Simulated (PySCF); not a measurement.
## Removing the step error of a finite difference

System: C4H10MgO (SMILES C[C](C)(C)[Mg][OH]), singlet, at a GFN2-xTB geometry (such geometries of metal compounds can be far from the true shape). Level: PySCF with HF/6-31G, polarisability. Sums are taken with unrounded values, so a last digit can differ.

Second differences of the energy in a field along z gave a polarisability along z of 66.029 bohr³ at step 0.005 and 73.549 bohr³ at step 0.05 (atomic units).

Task: Extrapolate to zero step.

Result: The leading error of a symmetric difference goes as h², so A(h) = A0 + c h². Then c = (73.549 - (66.029))/(0.05² - 0.005²) = 3040 (atomic units) and A0 = 66.029 - c × 0.005² = 65.953 bohr³. The analytic value from the same program and level is 65.966 bohr³: the smaller step missed it by 0.063, the extrapolation by -0.013.
